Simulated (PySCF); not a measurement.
**Correlation energy of N(3+) (nitrogen, charge +3)**

[He] 2s2, closed-shell 1S. Computed with PySCF 2.14 in x2c-QZVPPall with one added diffuse shell each of s, p, d, f type (8s5p4d3f1g, 73 functions), with scalar relativity by spin-free X2C-1e. Frozen: 1s2; 2 electrons correlated.

With two correlated electrons CCSD is exact within the correlated space (frozen core and kept virtual orbitals).

```tsv
level	correlation energy (mhartree)
CCSD	-86.93
```

Diagnostics: T1 = 0.0069, D1 = 0.0097, largest double amplitude 0.154.

A double-excitation amplitude exceeds 0.15, a sign of near-degeneracy.

Cost of the coupled-cluster step: of the order of 0.9 core-seconds, for 2 correlated electrons.

Iterations:

```
CC2 = 0
CCSD nocc = 1, nmo = 72
frozen orbitals [0]
max_cycle = 100
direct = 0
conv_tol = 1e-08
conv_tol_normt = 1e-06
diis_space = 8
diis_start_cycle = 0
Init t2, MP2 energy = -51.1639643346258  E_corr(MP2) -0.0519529868708031
Init E_corr(CCSD) = -0.0519529868712591
cycle = 1  E_corr(CCSD) = -0.0690500984743838  dE = -0.0170971116  norm(t1,t2) = 0.0631371
cycle = 2  E_corr(CCSD) = -0.0777393301406962  dE = -0.00868923167  norm(t1,t2) = 0.0332309
cycle = 3  E_corr(CCSD) = -0.0870618014876314  dE = -0.00932247135  norm(t1,t2) = 0.0173289
cycle = 4  E_corr(CCSD) = -0.0868902503870988  dE = 0.000171551101  norm(t1,t2) = 0.000237971
cycle = 5  E_corr(CCSD) = -0.0869412677668397  dE = -5.10173797e-05  norm(t1,t2) = 7.57622e-05
cycle = 6  E_corr(CCSD) = -0.0869317065693245  dE = 9.56119752e-06  norm(t1,t2) = 2.1173e-05
cycle = 7  E_corr(CCSD) = -0.0869295201044133  dE = 2.18646491e-06  norm(t1,t2) = 3.92399e-06
cycle = 8  E_corr(CCSD) = -0.0869295469071303  dE = -2.6802717e-08  norm(t1,t2) = 1.29056e-07
cycle = 9  E_corr(CCSD) = -0.0869295581017738  dE = -1.11946435e-08  norm(t1,t2) = 7.7358e-08
cycle = 10  E_corr(CCSD) = -0.0869295889286615  dE = -3.08268877e-08  norm(t1,t2) = 5.60098e-08
cycle = 11  E_corr(CCSD) = -0.0869295876402547  dE = 1.28840684e-09  norm(t1,t2) = 6.74605e-09
CCSD converged
E(CCSD) = -51.19894093539529  E_corr = -0.08692958764025469
```
